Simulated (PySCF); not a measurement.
## Electronic absorption of C6H15BO

Compound: C6H15BO.
InChI=1S/C6H15BO/c1-2-6-4-3-5-8(6)7/h6H,2-5H2,1,7H3/t6-/m1/s1

Level of theory: TDDFT B3LYP/def2-SVPD, vertical, gas phase, core orbitals frozen in the response in PySCF 2.14.0, density-fitted response routines. The structure is a single PBE0-D3(BJ)/def2-SVP conformer in the gas phase; no vibrational or solvent corrections.

```csv
state,E (eV),λ (nm),ν̃ (cm⁻¹),f,"main configurations (H = HOMO, L = LUMO)"
S1,6.68,185.7,53840,0.011,H→L (97%)
S2,7.00,177.1,56450,0.0033,H-1→L (96%)
S3,7.25,171.1,58450,0.014,"H→L+2 (60%), H→L+1 (32%)"
S4,7.30,169.9,58860,0.0027,"H→L+1 (57%), H→L+2 (36%)"
S5,7.41,167.4,59740,0.017,"H→L+3 (86%), H→L+1 (9%)"
S6,7.57,163.8,61030,0.012,"H-1→L+1 (47%), H-1→L+2 (42%), H-1→L+3 (8%)"
S7,7.62,162.8,61430,0.0007,"H-1→L+2 (52%), H-1→L+1 (43%)"
S8,7.70,161.0,62120,0.032,"H-1→L+3 (86%), H-1→L+1 (8%)"
S9,7.75,160.0,62490,0.0062,"H→L+4 (66%), H→L+6 (14%), H→L+5 (12%)"
S10,8.04,154.2,64870,0.0010,"H-1→L+4 (63%), H-1→L+5 (14%), H-1→L+6 (12%)"
```

Triplets, Tamm–Dancoff:

```json
{"state": "T1", "E (eV)": "6.60", "λ (nm)": "187.9", "main configurations (H = HOMO, L = LUMO)": "H→L (90%)"}
{"state": "T2", "E (eV)": "6.94", "λ (nm)": "178.6", "main configurations (H = HOMO, L = LUMO)": "H-1→L (91%)"}
{"state": "T3", "E (eV)": "7.15", "λ (nm)": "173.5", "main configurations (H = HOMO, L = LUMO)": "H→L+2 (49%), H→L+1 (34%)"}
{"state": "T4", "E (eV)": "7.20", "λ (nm)": "172.3", "main configurations (H = HOMO, L = LUMO)": "H→L+2 (30%), H→L+1 (27%), H→L+3 (17%)"}
```

The lowest singlet comes at 186 nm (644 kJ/mol) in the vacuum ultraviolet; it is weak; its leading configuration is HOMO→LUMO (97%). The most intense listed level is S8 at 7.70 eV (161 nm, f = 0.032), 1.03 eV above S1. Löwdin shares by element: HOMO hydrogen 35% or more, boron 35%, oxygen 17%; LUMO carbon 23% or more, hydrogen 17% or more (atoms not listed hold the other 60%). Weighted by f, the mean energy of these states is 7.43 eV. The oscillator strengths of these states sum to 0.100; summed over the whole spectrum of an exact calculation they would give the number of electrons, 64 (Thomas–Reiche–Kuhn). Orbital energies (eV): HOMO-3 -9.46, HOMO-2 -8.85, HOMO-1 -7.58, HOMO -7.29, LUMO 0.08, LUMO+1 0.67, LUMO+2 0.71. The vertical ionisation energy (ΔSCF) is 9.59 eV, 1.55 eV above S10. The window holds the lowest 10 singlets.
